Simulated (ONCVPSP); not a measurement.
# Building the ONCV potential for O (PBE, scalar-relativistic).

```
Element                 : oxygen
Generator               : ONCVPSP 4.0.1
Type                    : optimised norm-conserving Vanderbilt (ONCV)
Functional              : PBE
Relativity              : scalar-relativistic
Frozen core             : [He]
Valence charge          : 6
Reference configuration : 2s1.75 2p4.25
Partial waves           : 2s: rc 0.85 bohr, ncon 4, nbas 8, qcut 9.9 1/bohr, 2 projectors, debl 1.3 Ha; 2p: rc 1.35 bohr, ncon 4, nbas 8, qcut 10.9 1/bohr, 2 projectors, debl 3 Ha
Local potential         : polynomial inside 0.55 bohr (lpopt 3, dvloc0 -1 Ha)
Core correction         : none
```

All-electron outer shells of the reference configuration (PBE, scalar-relativistic, ld1.x):

| shell | level (eV) | outermost node (bohr) | outermost maximum (bohr) |
| --- | --- | --- | --- |
| 1s | -514.88 | – | 0.13 |
| 2s | -24.08 | 0.28 | 0.87 |
| 2p | -9.14 | – | 0.82 |

Calculated quality:

- Cutoffs needed: 40 Ha and 53 Ha (the cutoffs (Ha) at which the residual kinetic energy of the hardest occupied pseudo-wave falls to 1 and 0.1 mHa per electron)
- Ghost test: no bound ghost flagged; no localised positive-energy state flagged
- Largest excitation error: +1456 meV (all-electron minus pseudo) for 2s2 2p0, out of 4 test configurations

Generation and tests took about 2.6 s on one core of a shared server CPU.
